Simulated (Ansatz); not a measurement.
Species: CdI2, charge 0, singlet. CdI2 (SMILES [I][Cd][I]).
B3LYP-D3(BJ)/def2-TZVP minimum from Ansatz (a program for electronic structure):
```xyz
3

Cd     0.0000     0.0000     0.0000
I      0.0000     0.0000    -2.6122
I      0.0000     0.0000     2.6122
```

Quantity: atomisation energy (electronic, to ground-state atoms), in kcal/mol. Open shells are spin-unrestricted; no spin-orbit coupling. Cores are frozen in correlated methods (noble-gas shells, and filled d and f shells in the p block). Past Kr the def2 sets carry scalar-relativistic core potentials. CBS(X,Y): correlation extrapolated as X^-3, Hartree-Fock from the larger set. A bracket is a step between two methods taken in the basis named. Spin-orbit terms, left out, reach several kcal/mol for Br and I, and more for heavier atoms.

CCSD(T)/CBS(def2-TZVPP,def2-QZVPP) + [CCSDT(Q) - CCSD(T)]/def2-SVP (Ansatz) gives 102.6 kcal/mol.

Question: What does PBE/def2-TZVPD (Ansatz) give here, and how do the other levels compare?

Answer: PBE gives 98.0 kcal/mol, 4.6 kcal/mol below it. Differences of the others: r2SCAN/def2-TZVPD (Ansatz) 0.0; B3LYP/def2-TZVPD (Ansatz) -13.8; PBE0/def2-TZVPD (Ansatz) -2.2; B2PLYP/def2-TZVPD (Ansatz) -8.9; CCSD(T)/CBS(def2-TZVPP,def2-QZVPP) (Ansatz) -0.3 kcal/mol.
